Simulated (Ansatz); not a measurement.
The same path of C2H5NSi (9 atoms, charge 0, multiplicity 1) was run 3 times with different band settings. Lost on the way: C1–H6, C2–Si3. Made: C2–H6.

Theory: RKS PBE0-D4/def2-SVP (Ansatz 0.2.0).

Relaxed end points:

```xyz
9
Properties=species:S:1:pos:R:3
C -0.065 1.048 -0.699
C -0.249 -0.200 0.065
Si -0.745 -2.041 0.360
N 0.039 -0.467 1.275
H 0.581 0.846 -1.568
H -1.036 1.367 -1.109
H 0.368 1.865 -0.099
H 0.607 -2.563 -0.177
H 0.501 0.144 1.952
```

```xyz
9
Properties=species:S:1:pos:R:3
C 0.218 1.582 -0.473
C -0.291 0.344 -0.517
Si -0.648 -2.303 0.284
N 0.020 -0.694 0.351
H -0.090 2.330 -1.204
H -1.025 0.070 -1.285
H 0.950 1.879 0.284
H 0.166 -2.774 1.498
H 0.700 -0.434 1.062
```

Common settings: movable images 5; climbing image yes; spring 5.0 eV/Å²; optimiser quadratic models (default); iteration limit 60; end points relaxed.

| run | start path | force threshold |
| --- | --- | --- |
| 1 | through a guess of the saddle point | 0.05 eV/Å |
| 2 | through a guess of the saddle point | 0.5 eV/Å |
| 3 | straight line | 0.05 eV/Å |

(1) What does each run give, and how far can it be trusted?

Answers

(1) Run 1: converged after 18 iterations, highest image 2.193 eV above the first end. Neighbouring images differ by up to 1.4 eV, so the band resolves the path poorly. A vibrational analysis at the climbing image gives one clearly imaginary mode, 1352i cm⁻¹: a first-order saddle point.
Run 2: converged after 14 iterations, highest image 2.213 eV above the first end. The threshold of 0.5 eV/Å is loose, so the images may lie well off the minimum-energy path. Neighbouring images differ by up to 1.4 eV, so the band resolves the path poorly. The order of the stationary point at the top wasn't checked.
Run 3: converged after 13 iterations, highest image 2.091 eV above the first end. Neighbouring images differ by up to 1.7 eV, so the band resolves the path poorly. The order of the stationary point at the top wasn't checked.
The orbitals stay closed-shell, which can raise the energy where a bond breaks towards radicals; this wasn't checked here.
